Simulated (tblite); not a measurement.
C2H9GaN, charge +1, singlet, geometry from GFN2-xTB (such geometries of metal compounds can be far from the true shape); tblite with GFN1-xTB.

Here is a job for tblite.
```
$ tblite run mol.xyz --method gfn1 --charge 1 --spin 0 --json tblite.json --no-restart

# file mol.xyz
13

Ga     0.01230320     0.27085287     0.07317890
C      1.56217051     0.91239822    -1.08138031
H      2.48093940     0.40995923    -0.76770611
H      1.69143509     1.99225895    -0.97680614
H      1.35524775     0.67334755    -2.12801519
C     -1.51190352     0.36240503     1.42058717
H     -2.42862361    -0.00827270     0.95410195
H     -1.66612628     1.39262866     1.75006911
H     -1.26863868    -0.25754025     2.28741157
N     -0.07882585    -1.91227677    -0.51159490
H     -0.77979814    -2.08684462    -1.23480529
H     -0.32440056    -2.51666217     0.27535179
H      0.80874464    -2.25819564    -0.88222419
```

What the program printed (banner, timings and long lists left out):

```
xTB calculator
 | screened Coulomb repulsion
 | Coulomb electrostatics
 |  * isotropic Klopman-Ohno-Mataga-Nishimoto electrostatics
 |  * onsite third-order electrostatics
 | DFT-D3(BJ) dispersion correction

halogen bonding energy    0.0000000000000E+00 Eh
repulsion energy          1.5978117197380E-01 Eh
dispersion energy        -3.4211590605343E-03 Eh
number of electrons       2.4000000000000E+01 e
integral cutoff           4.0000000000000E+01 bohr

------------------------------------------------------------
  cycle        total energy    energy error   density error
------------------------------------------------------------
      1     -13.07388052984  -1.3230241E+01   5.5602363E-01
      2     -13.17701959631  -1.0313907E-01   2.7026691E-01
      3     -13.17873960179  -1.7200055E-03   8.1749056E-02
      4     -13.17891206884  -1.7246705E-04   1.0686562E-02
      5     -13.17895982403  -4.7755186E-05   1.0226816E-03
      6     -13.17896112438  -1.3003534E-06   3.6275799E-04
      7     -13.17896138754  -2.6315698E-07   1.0067041E-04
      8     -13.17896142672  -3.9176726E-08   1.0564086E-05
------------------------------------------------------------

electronic energy        -1.3335321439631E+01 Eh
total energy             -1.3178961426718E+01 Eh

Post processing:
 | Mayer-Wiberg bond orders

[Info] JSON dump of results written to 'tblite.json'
```
